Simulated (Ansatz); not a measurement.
This geometry of GaH3O + H2 (7 atoms, charge 0, multiplicity 1) is a first-order saddle point.

Level of theory: Ansatz, RKS LDA/def2-mTZVP.

```xyz
7
Properties=species:S:1:pos:R:3
Ga 0.005 0.182 -0.017
O 0.035 -0.066 1.919
H -0.848 -0.298 2.270
H 1.417 -0.063 -0.615
H -1.429 0.010 -0.603
H 0.050 1.867 0.727
H 0.010 1.231 1.493
```

Q: Which two structures does it join? (They come from a converged band through this point; their orientation in space is the band's.)

A: Bonds broken: H6–H7. Bonds formed: Ga1–H6, O2–H7. GaH3O + H2 becomes GaH5O.

First end point:

```xyz
7
Properties=species:S:1:pos:R:3
Ga -0.035 -0.124 0.188
O -0.018 -0.617 1.906
H -0.909 -0.687 2.297
H 1.390 -0.094 -0.439
H -1.426 0.106 -0.492
H 0.067 2.314 0.516
H 0.170 1.965 1.199
```

Last end point:

```xyz
7
Properties=species:S:1:pos:R:3
Ga 0.019 0.486 -0.177
O 0.025 0.073 1.922
H -0.871 -0.267 2.123
H 1.345 -0.233 -0.608
H -1.374 -0.211 -0.445
H 0.027 2.054 0.028
H 0.067 0.961 2.332
```

Q: How far does it lie above each of them?

A: 0.57 eV above the first and 0.79 eV above the second. This is the barrier of this one path; another mechanism may lie lower. The orbitals stay closed-shell, which can raise the energy where a bond breaks towards radicals; this wasn't checked here.

Time of the run: 43 s on 1 thread of Arm Neoverse V1, with other jobs on the host, peak memory 0.12 GiB.
